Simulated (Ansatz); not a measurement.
CH₄AlNO, SMILES `N=[CH][AlH][OH]`, relaxed with RKS PBE-D4/def2-SVP in Ansatz 0.2.0 from a rough embedded geometry. The force threshold is 0.03 eV/Å; the program also tests the step.

Total charge 0; spin multiplicity 1.

Start:

```xyz
8

N     0.703    1.465   -0.929
C     0.257    1.232    0.190
Al   -0.219   -0.611    0.679
O    -0.032   -1.979   -0.416
H     0.912    0.753   -1.658
H     0.115    2.047    0.916
H    -0.873   -0.897    2.172
H    -0.863   -2.009   -0.954
```

(1) By how much does the energy fall, and how many steps does the optimiser take? (An estimate is asked.)

(2) Which bonds change most? (Best estimate.)

(3) Give the relaxed structure. (An estimate is asked.)

Results:

(1) Computed: 65.85 kJ/mol, in 8 steps, 1 of them rejected.

(2) Computed: N1–C2 from 1.227 to 1.291 Å; Al3–H7 from 1.655 to 1.600 Å; Al3–O4 from 1.762 to 1.722 Å; C2–Al3 from 1.965 to 1.990 Å.

(3) Computed: 
```xyz
8

N     0.785    1.513   -0.969
C     0.325    1.269    0.212
Al   -0.390   -0.521    0.706
O    -0.258   -1.539   -0.677
H     0.714    0.659   -1.560
H     0.361    2.132    0.922
H    -1.002   -1.046    2.088
H    -0.536   -2.467   -0.721
```
